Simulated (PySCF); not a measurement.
C2H6ClGa, singlet, geometry from GFN2-xTB (such geometries of metal compounds can be far from the true shape). Base run: R2SCAN/3-21G (PySCF).

PySCF was given this input:
```python
from pyscf import gto, scf, dft

mol = gto.M(
    atom='''
Ga   -0.23882611    0.10083400   -0.14092768
C    -1.80146295   -1.21572828   -0.23393842
H    -1.48974737   -2.11234972   -0.77670352
H    -2.67761150   -0.79304802   -0.72665403
H    -2.07741138   -1.52198383    0.77883123
C    -0.06504875    2.00184560   -0.87573406
H     0.73235088    2.03166984   -1.62340480
H     0.21697965    2.67872738   -0.06457972
H    -0.98796556    2.36112255   -1.33204575
Cl    1.46388735   -0.61686449    0.86890290
''',
    basis='3-21g',
    verbose=4,
)

mf = dft.RKS(mol)
mf.xc = 'r2scan'
mf.kernel()
```

Variants of this job, named by their change:

| change | ΔE vs base (mEh) | SCF cycles | outcome |
|---|---|---|---|
| base | 0.000 | 8 | converged |
| DIIS = EDIIS | - | 50 | not converged |
| diis_space = 4 | 0.000 | 9 | converged |
| conv_tol_grad = 1e-3 | 0.000 | 8 | converged |
| solver = newton; init_guess = 1e | 0.000 | - | converged |
| level_shift = 1.0 (with mf.max_cycle = 100) | 0.000 | 34 | converged |
| solver = newton | 0.000 | - | converged |
| conv_tol_grad = 1e-7 | 0.000 | 11 | converged |
| diis_space = 20 | 0.000 | 8 | converged |
| level_shift = 0.5 (with mf.max_cycle = 100) | 0.000 | 18 | converged |
| diis = off; damp = 0.3 (with mf.diis_start_cycle = 200; with mf.max_cycle = 150) | 0.000 | 30 | converged |
| init_guess = vsap | 0.000 | 11 | converged |
| init_guess = huckel | 0.000 | 10 | converged |
